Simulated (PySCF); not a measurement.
C$_{2}$H$_{6}$AlF, charge -1, doublet, geometry from GFN2-xTB (such geometries of metal compounds can be far from the true shape) (a state made from the parent by changing its charge; the spin is typed, not shown lowest). Base run: HF/6-31G run with PySCF.

Input for PySCF:
```python
from pyscf import gto, scf, solvent

mol = gto.M(
    atom='''
Al   -0.274809   -0.385043   -0.347635
C     1.802152   -0.097398   -0.572622
H     2.374450   -0.971389   -0.230934
H     2.230775    0.765561   -0.042569
H     2.076123    0.038916   -1.629618
C    -0.562821   -0.496060    1.738474
H    -1.629865   -0.585800    1.991943
H    -0.190781    0.357361    2.323822
H    -0.082352   -1.385531    2.169900
F    -0.960202    1.149688   -0.784267
''',
    basis='6-31g',
    charge=-1,
    spin=1,
    verbose=4,
)

mf = scf.UHF(mol)
mf.kernel()
```

The base run was repeated with changes; each row names its change, and settings that it needs were set with it.

```json
[
 {"change": "base", "ΔE vs base (kcal/mol)": "0.000"},
 {"change": "model = SS(V)PE; solvent = dimethylsulfoxide", "ΔE vs base (kcal/mol)": "-49.68"},
 {"change": "model = ddCOSMO; solvent = dimethylsulfoxide", "ΔE vs base (kcal/mol)": "-51.67"},
 {"change": "model = COSMO; solvent = dimethylsulfoxide", "ΔE vs base (kcal/mol)": "-52.94"},
 {"change": "model = IEF-PCM; solvent = dimethylsulfoxide; vdw_scale = 1.0", "ΔE vs base (kcal/mol)": "-56.89"},
 {"change": "model = IEF-PCM; solvent = 2-propanol", "ΔE vs base (kcal/mol)": "-51.71"},
 {"change": "model = IEF-PCM; solvent = dimethylsulfoxide; lebedev_order = 41", "ΔE vs base (kcal/mol)": "-53.54"},
 {"change": "model = IEF-PCM; solvent = dimethylsulfoxide; vdw_scale = 1.4", "ΔE vs base (kcal/mol)": "-49.49"},
 {"change": "model = IEF-PCM; solvent = dimethylsulfoxide", "ΔE vs base (kcal/mol)": "-53.47"},
 {"change": "model = C-PCM; solvent = dimethylsulfoxide", "ΔE vs base (kcal/mol)": "-53.52"},
 {"change": "model = IEF-PCM; solvent = toluene", "ΔE vs base (kcal/mol)": "-31.02"},
 {"change": "model = IEF-PCM; solvent = dimethylsulfoxide; lebedev_order = 11", "ΔE vs base (kcal/mol)": "-52.79"}
]
```

The base is the gas phase, so ΔE is the electrostatic part of solvation at a fixed geometry, without cavity and dispersion terms.

Open shells are given as the SCF converged; they aren't shown to be the lowest states, and a large step between rows can be another state.

The gas-phase anion may not be bound at this level, which the solvent then changes.
